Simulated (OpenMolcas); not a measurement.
**Levels of P4+ by method**

| Property | Result |
| --- | --- |
| Program | OpenMolcas |
| Basis | ANO-RCC-VTZP [5s4p2d1f] |
| Scalar Hamiltonian | DKH2, point nucleus |
| Active space | 1 electron in 4 orbitals (3s 3p) |
| State averaging | 2S+1 = 2 even, 1 root; 2S+1 = 2 odd, 3 roots |
| Spin-orbit coupling | RASSI with atomic mean-field integrals over the reference wave functions, term energies averaged over their components |

Methods on the same reference wave functions:
A. CASSCF
B. SS-CASPT2, IPEA 0.25 Eh, imaginary shift 0.1 Eh (closed shells correlated: 2s 2p)
C. XMS-CASPT2, IPEA 0.25 Eh, imaginary shift 0.1 Eh (closed shells correlated: 2s 2p)

Energies in cm-1 above 3s 2S 1/2, the measured ground level; measured values from Martin, Zalubas and Musgrove, J. Phys. Chem. Ref. Data 14, 751 (1985).

```tsv
Level	A	B	C	Measured
3s 2S 1/2	0.0	0.0	0.0	0.0
3p 2P* 1/2	88220	88536	88517	88652
3p 2P* 3/2	88880	89196	89178	89447
```

Deviations, from unrounded energies. A percentage is the sum of absolute deviations over the sum of measured energies, with the sign that they share, or ± where signs differ.

```tsv
Against measurement	Levels	A	B	C
mean absolute deviation (cm-1)	2	500	180	200
other configurations (%)	2	-0.6	-0.2	-0.2
```

B lies closest to measurement on these levels and A furthest from it. The largest miss of B in the table is 3p 2P* 3/2, by -250 cm-1. The ranking rests on the paired levels alone, and a cruder setting can come out closer through cancelling errors.

Between B and C the level of the table that moves most is 3p 2P* 1/2, by 18 cm-1 (lowest in C, highest in B).

The lowest spin-free term lies below A's lowest term by 0.015 hartree in B, 0.015 hartree in C.

With one active electron the reference holds no correlation, so core polarisation is missing (holds for A). With one active electron, CASPT2 adds the correlation within the correlated inactive shells and between them and that electron, and leaves the splitting within a term as the reference gives it (holds for B; C). Computed and measured levels are paired by configuration, term and J; levels that our copy of the source lacks, or whose pairing is in doubt (as where it misses far off the trend of its configuration), stay unpaired and out of the deviations. Only configurations of the active space appear.

* marks odd parity.
